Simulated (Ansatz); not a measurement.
C2H6GeO2, SMILES `C[O][Ge][O]C` from Hartree–Fock to CCSD(T)

| atom | x (Å) | y (Å) | z (Å) |
| --- | --- | --- | --- |
| C1 | 1.1919 | -0.4116 | -1.7743 |
| O2 | 1.5482 | 0.7216 | -1.0128 |
| Ge3 | 0.7950 | 1.3319 | 0.4682 |
| O4 | -0.4818 | 0.0807 | 0.6317 |
| C5 | -1.4010 | 0.1046 | 1.6951 |
| H6 | 0.9768 | -0.0995 | -2.8006 |
| H7 | 2.0352 | -1.1083 | -1.7989 |
| H8 | 0.3182 | -0.9252 | -1.3669 |
| H9 | -1.3171 | -0.8169 | 2.2794 |
| H10 | -1.2447 | 0.9530 | 2.3759 |
| H11 | -2.4206 | 0.1698 | 1.3031 |

The species carries charge 0 and has multiplicity 1. Correlated methods include outer-core shells of Ge, which these sets cover unevenly. Scalar relativity is left out up to krypton. All single points use the PBE0-D4/def2-TZVP geometry. It is one conformer, not always the lowest. Frozen core, restricted reference, the Gaussian-basis code of Ansatz.

```csv
basis,HF (Eh),MP2 corr.,CCSD corr.,(T),CCSD(T) total
def2-SVP,?,-0.86730,-0.90192,-0.02600,?
def2-TZVPP,?,-1.05794,-1.08228,?,?
def2-QZVPP,-2304.49655,?,–,–,–
```

(1) Fill in the withheld values. (Best estimate.)

## Answers

(1) Ansatz gave: def2-SVP HF (Eh): -2303.89996; def2-SVP CCSD(T) total: -2304.82788; def2-TZVPP HF (Eh): -2304.44307; def2-TZVPP (T): -0.04303; def2-TZVPP CCSD(T) total: -2305.56838; def2-QZVPP MP2 corr.: -1.38312.
